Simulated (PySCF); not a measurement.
## [H7NPSi2]-: core ionisation energies

Compound: H₇NPSi₂ (charge -1).
Bonds: Si1–N2, N2–Si3, Si3–P4. Hydrogens: H5, H6, H7 on Si1; H8, H9 on Si3; H10, H11 on P4.

Method used: delta-SCF UKS SCAN, pcX-2 on the ionised atom, pcseg-1 elsewhere, spin-free X2C (PySCF 2.14.0). Vertical ΔSCF values, vacuum level as zero.

Problem. Give the core binding energies atom by atom.

Solution. 
```json
{"atom(s)": "Si3", "environment": "SiH2 silicon", "level": "Si 2p3/2", "binding energy (eV)": "101.67", "2p1/2 (eV)": "102.29", "above the level's lowest (eV)": "0.00", "count": "1"}
{"atom(s)": "Si1", "environment": "SiH3 silicon", "level": "Si 2p3/2", "binding energy (eV)": "101.67", "2p1/2 (eV)": "102.29", "above the level's lowest (eV)": "0.00", "count": "1"}
{"atom(s)": "P4", "environment": "three-coordinate phosphorus", "level": "P 2p3/2", "binding energy (eV)": "131.59", "2p1/2 (eV)": "132.48", "above the level's lowest (eV)": "0.00", "count": "1"}
{"atom(s)": "N2", "environment": "nitrogen bonded to 2 Si", "level": "N 1s", "binding energy (eV)": "397.04", "2p1/2 (eV)": "–", "above the level's lowest (eV)": "0.00", "count": "1"}
{"atom(s)": "Si3", "environment": "SiH2 silicon", "level": "Si 1s", "binding energy (eV)": "1841.62", "2p1/2 (eV)": "–", "above the level's lowest (eV)": "0.00", "count": "1"}
{"atom(s)": "Si1", "environment": "SiH3 silicon", "level": "Si 1s", "binding energy (eV)": "1841.63", "2p1/2 (eV)": "–", "above the level's lowest (eV)": "+0.01", "count": "1"}
{"atom(s)": "P4", "environment": "three-coordinate phosphorus", "level": "P 1s", "binding energy (eV)": "2145.12", "2p1/2 (eV)": "–", "above the level's lowest (eV)": "0.00", "count": "1"}
```

The 2 Si 1s values lie within 0.01 eV of each other; Gaussian lines of 0.5 eV full width would blend them into one maximum.

The 2 Si 2p3/2 values lie within 0.01 eV of each other.

Problem. Which effective nuclear charge Zeff reproduces each element's mean 1s value in the hydrogen-like formula E = 13.606 eV × Zeff²?

Solution. N (Z = 7): mean 397.0 eV, Zeff = 5.40, Z − Zeff = 1.60; Si (Z = 14): mean 1841.6 eV, Zeff = 11.63, Z − Zeff = 2.37; P (Z = 15): mean 2145.1 eV, Zeff = 12.56, Z − Zeff = 2.44. Means run over the listed sites, weighted by atom count.

Problem. Which photon wavelength matches the Si 1s of Si1 threshold?

Solution. λ = hc/E = 12398.42 eV Å / 1841.63 eV = 6.732 Å.

2p3/2 and 2p1/2 are the ΔSCF energy of one spin-free 2p hole plus the eigenvalues of a spin–orbit and ligand-field matrix of the shell. 2p1/2 minus 2p3/2 (ligand field included): Si 0.62 eV, P 0.89 eV. The species carries charge -1, so core ionisation leaves a neutral species. The basis sets have no added diffuse functions. One conformer (not necessarily the lowest) at the PBE0-D3(BJ)/def2-SVP geometry, without solvent, vibrations or thermal averaging.

Time: 36 s of wall time. Hardware: an Arm Neoverse V1 with one thread, no GPU, shared host.

Shape of the structure used: `[SiH3:1][N-:2][SiH2:3][PH2:4]`: Si1–N2–Si3–P4 -44°, H–P4–Si3–N2 -43°, H–P4–Si3–N2 50°.
